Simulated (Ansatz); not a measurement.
Start from `B[Si](F)(Cl)O[SiH3]` and change one atom or group to get `B[SiH](F)Cl`.

Ansatz, PBE0-D4/def2-TZVP geometries, multiplicity 1. Each molecule was computed in one conformer, which needn't be the lowest.

```csv
property,`B[Si](F)(Cl)O[SiH3]`
LUMO energy (PBE0/def2-TZVPP) / eV,-2.87
HOMO energy (PBE0/def2-TZVPP) / eV,-8.77
size of the dipole moment (ωB97M-V/def2-TZVPP) / D,1.48
LUMO energy (PBE/def2-TZVPP) / eV,-3.88
HOMO–LUMO gap (ωB97M-V/def2-TZVPP) / eV,10.06
LUMO energy (B3LYP/def2-TZVPP) / eV,-3.06
```

(1) What does the change do to each property? (Estimate.)

Results:

(1) Computed: 
```tsv
property	`B[SiH](F)Cl`	shift
LUMO energy (PBE0/def2-TZVPP) / eV	-2.90	-0.03
HOMO energy (PBE0/def2-TZVPP) / eV	-8.51	0.26
size of the dipole moment (ωB97M-V/def2-TZVPP) / D	1.69	0.21
LUMO energy (PBE/def2-TZVPP) / eV	-3.89	-0.01
HOMO–LUMO gap (ωB97M-V/def2-TZVPP) / eV	9.76	-0.30
LUMO energy (B3LYP/def2-TZVPP) / eV	-3.09	-0.03
```

Dipoles are sizes alone; their direction can turn.

B3LYP here is the variant with VWN-RPA as its local correlation; programs differ in this.
